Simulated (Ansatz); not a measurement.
C2H10BNSi2, SMILES `BN(C=C)[SiH2][SiH3]`, relaxed with RKS PBE0-D4/def2-TZVP in Ansatz 0.2.0 from a PBE-D4/def2-SVP geometry. The force threshold is 0.005 eV/Å; the program also tests the step.

Total charge 0; spin multiplicity 1.

Start:

```xyz
16

B     0.771   -1.670   -1.530
N     0.522   -0.894   -0.366
C     1.595   -0.324    0.355
C     1.504    0.420    1.477
Si   -1.176   -0.553    0.155
Si   -1.681    1.735   -0.132
H    -0.163   -2.140   -2.148
H     1.924   -1.841   -1.879
H     2.580   -0.542   -0.093
H     2.415    0.817    1.943
H     0.546    0.654    1.969
H    -1.348   -0.965    1.593
H    -2.060   -1.396   -0.712
H    -3.180    1.897   -0.170
H    -1.140    2.592    0.981
H    -1.109    2.208   -1.443
```

```json
{"step": "1", "energy (eV)": "-20149.0478", "largest force (eV/Å)": "0.521", "largest move (Å)": "0.000"}
{"step": "2", "energy (eV)": "-20149.1162", "largest force (eV/Å)": "0.291", "largest move (Å)": "0.036"}
{"step": "3", "energy (eV)": "-20149.1230", "largest force (eV/Å)": "0.105", "largest move (Å)": "0.026"}
{"step": "4", "energy (eV)": "-20149.1234", "largest force (eV/Å)": "0.037", "largest move (Å)": "0.017"}
{"step": "5", "energy (eV)": "-20149.1238", "largest force (eV/Å)": "0.017", "largest move (Å)": "0.007"}
{"step": "6", "energy (eV)": "-20149.1238", "largest force (eV/Å)": "0.035", "largest move (Å)": "0.012"}
{"step": "7", "energy (eV)": "-20149.1240", "largest force (eV/Å)": "0.016", "largest move (Å)": "0.004"}
{"step": "8", "energy (eV)": "-20149.1241", "largest force (eV/Å)": "0.005", "largest move (Å)": "0.025"}
{"step": "9", "energy (eV)": "-20149.1243", "largest force (eV/Å)": "0.016", "largest move (Å)": "0.059"}
{"step": "10", "energy (eV)": "-20149.1243", "largest force (eV/Å)": "0.015", "largest move (Å)": "0.016"}
{"step": "11", "energy (eV)": "-20149.1244", "largest force (eV/Å)": "0.017", "largest move (Å)": "0.043"}
{"step": "12 (rejected)", "energy (eV)": "-20149.1244", "largest force (eV/Å)": "0.015", "largest move (Å)": "0.022"}
{"step": "13", "energy (eV)": "-20149.1245", "largest force (eV/Å)": "0.007", "largest move (Å)": "0.011"}
{"step": "14", "energy (eV)": "-20149.1245", "largest force (eV/Å)": "0.005", "largest move (Å)": "0.015"}
{"step": "15", "energy (eV)": "-20149.1245", "largest force (eV/Å)": "0.005", "largest move (Å)": "0.029"}
{"step": "16", "energy (eV)": "-20149.1246", "largest force (eV/Å)": "0.006", "largest move (Å)": "0.022"}
{"step": "17", "energy (eV)": "-20149.1246", "largest force (eV/Å)": "0.005", "largest move (Å)": "0.003"}
```

End:

```xyz
16

B     0.759   -1.720   -1.490
N     0.504   -0.900   -0.374
C     1.568   -0.292    0.307
C     1.473    0.452    1.405
Si   -1.156   -0.553    0.142
Si   -1.643    1.734   -0.082
H    -0.155   -2.227   -2.067
H     1.894   -1.885   -1.834
H     2.536   -0.478   -0.149
H     2.363    0.882    1.843
H     0.533    0.648    1.910
H    -1.341   -0.985    1.554
H    -2.038   -1.361   -0.731
H    -3.111    1.888   -0.278
H    -1.249    2.517    1.118
H    -0.940    2.281   -1.274
```

It took 47 s on 3 threads of an AMD EPYC 7R13 on a shared host and a share of an NVIDIA H100 80 GB, with 0.92 GiB of host memory at the peak.
